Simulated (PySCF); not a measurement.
**How the method moves the HOMO and LUMO of `N[SiH2][SiH2]O`**

Species: H₇NOSi₂.
Z-matrix (Å and degrees, PBE0-D3(BJ)/def2-SVP geometry), rows numbered from 1:
```
N 
Si  1  1.7369
Si  2  2.3497  1  107.73
O   3  1.6751  2  111.14  1   167.28
H   1  1.0142  2  118.96  3   -50.56
H   1  1.0145  2  119.64  3   168.88
H   2  1.5108  1  116.44  3   120.91
H   2  1.4958  1  107.89  3  -120.55
H   3  1.5039  2  108.35  1    44.06
H   3  1.4902  2  111.78  1   -74.40
H   4  0.9616  3  115.68  2   -46.96
```

Basis pcSseg-2 throughout (PySCF), one geometry. The structure is a single PBE0-D3(BJ)/def2-SVP conformer in the gas phase; no vibrational or solvent corrections.

Problem. How do the orbital energies, the gap and the dipole change with the method?

Solution. 
```tsv
method	kind	HOMO (eV)	LUMO (eV)	gap (eV)	μ (D)	SCF cycles
BLYP	GGA	-5.90	-1.40	4.49	2.35	15
OPBE	GGA	-5.95	-1.31	4.64	2.31	16
PBE	GGA	-6.00	-1.52	4.48	2.34	15
B97-D	GGA	-6.00	-1.34	4.66	2.34	16
KT2	GGA	-6.08	-1.65	4.42	2.26	16
KT3	GGA	-6.09	-1.56	4.53	2.26	16
LDA	LDA	-6.10	-1.73	4.37	2.41	15
BP86	GGA	-6.11	-1.52	4.59	2.34	15
B97-2	global hybrid	-7.07	-0.67	6.40	2.41	13
B3LYP	global hybrid	-7.11	-0.92	6.19	2.43	13
PBE0	global hybrid	-7.31	-0.70	6.61	2.43	14
mPW1PW91	global hybrid	-7.34	-0.68	6.66	2.43	13
BHandHLYP	global hybrid	-8.52	0.08	8.61	2.51	13
CAM-B3LYP	range-separated hybrid	-8.67	0.21	8.89	2.49	13
wB97X-D	range-separated hybrid	-9.17	1.05	10.22	2.47	14
LC-wPBE	range-separated hybrid	-9.98	1.38	11.36	2.51	14
HF	Hartree–Fock	-10.34	2.09	12.43	2.60	10
```

The HOMO spans 4.45 eV, from BLYP down to HF, and the gap runs from 4.37 eV (LDA) to 12.43 eV (HF). Over the methods BLYP (0 %), OPBE (0 %), PBE (0 %), B97-D (0 %), KT2 (0 %), KT3 (0 %), LDA (0 %), BP86 (0 %), B97-2 (21 %), B3LYP (20 %), PBE0 (25 %), mPW1PW91 (25 %), BHandHLYP (50 %), HF (100 %), a straight line through the gap against the share of exact exchange rises by 0.80 eV for each 10 % (correlation coefficient 0.999). The dipole ranges from 2.26 D (KT2) to 2.60 D (HF). This basis has no diffuse functions.

The vertical ΔSCF ionisation energy at B3LYP/def2-SVPD is 9.26 eV; −ε(HOMO) comes closest to it with wB97X-D (9.17 eV).
